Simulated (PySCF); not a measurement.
# Two-component Hartree-Fock for Mo(4+) (molybdenum, charge +4)

Start: [Kr] 4d2; 4d3/2 filled at m_j = +1/2, +3/2. Calculated with PySCF 2.14 in x2c-TZVPall-2c (8s9p7d1f, 77 functions): generalised Hartree-Fock with the X2C-1e Hamiltonian and a Gaussian nucleus; one run each with spin-orbit coupling (SO) switched off, then screened by Boettger's factors.

```
spinor shell  electrons  ε, spin-free (eV)  ε, screened SO (eV)  weight of nominal j (screened SO)  rms radius, screened SO (bohr)
       1s1/2          2           -20157.0             -20155.9                              1.000                          0.0404
       2s1/2          2            -2965.3              -2964.9                              1.000                           0.166
       2p1/2          2            -2649.7              -2723.3                              1.000                           0.145
       2p3/2          4            -2649.7              -2615.0                              1.000                           0.149
       3s1/2          2            -578.23              -578.10                              1.000                           0.456
       3p1/2          2            -471.96              -484.59                              1.000                           0.454
       3p3/2          4            -471.96              -465.92                              1.000                           0.465
       3d3/2          4            -298.97              -301.26                              0.991                           0.451
       4s1/2          2            -126.71              -126.65                              1.000                            1.16
       4p1/2          2            -94.266              -98.385                              0.794                            1.27
       4p3/2          4            -94.266              -92.198                              0.897                            1.28
       4d3/2          2            -54.044              -54.120                              0.821                            1.63
```

Where does 3d5/2 lie, and what is the 3d spin-orbit splitting (screened SO)?

At -297.27 eV, 3.985 eV above 3d3/2.

| quantity | spin-free | screened SO |
| --- | --- | --- |
| E (hartree) | -4042.76335 | -4043.24686 |
| M_J | 2 | 2 |
| ⟨J²⟩ | 8.006 | 7.132 |
| ⟨L²⟩ | 12.006 | 11.870 |
| ⟨S²⟩ | 2.001 | 1.957 |

The determinant has a definite M_J but mixes levels of different J.

Each row is a mean over spinors that exchange with the open shell spreads, by up to 3.971 eV (4p1/2).

Rows whose weight is well below 1 are mixtures of j = l ± 1/2: exchange outweighs spin-orbit coupling there, and the label is only the starting occupation.

Breit and QED terms are absent; they matter most for the inner s and p1/2 levels.

Densities and radii are taken from the X2C orbitals without a picture-change correction, which distorts them close to the nucleus.

Without spin-orbit coupling the j labels of p, d and f shells carry no meaning; the spin-free column gives the mean over the occupied spinors of each nl shell, and its ⟨J²⟩ belongs to a mixture of degenerate components.
